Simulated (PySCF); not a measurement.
C3H3NO3S, SMILES N#C/C=C/S(=O)(=O)O. Coordinates come from a PBE0-D3(BJ)/def2-SVP optimisation. Other conformers were not sampled.

Computed equilibrium geometry at PBE0-D3(BJ)/def2-SVP (PySCF confirms it by a frequency run) as a Z-matrix (one conformer of several):
```
C
C 1 1.3367
H 1 1.0928 2 125.06
H 2 1.0966 1 119.43 3 179.49
C 2 1.4249 4 117.87 1 -179.81
N 5 1.1591 4 152.69 2 -179.78
S 1 1.7636 3 115.68 2 177.40
O 7 1.4429 1 108.68 3 179.66
O 7 1.4500 8 122.93 4 -125.83
O 7 1.6180 8 107.57 4 109.34
H 10 0.9706 7 107.47 8 136.75
```
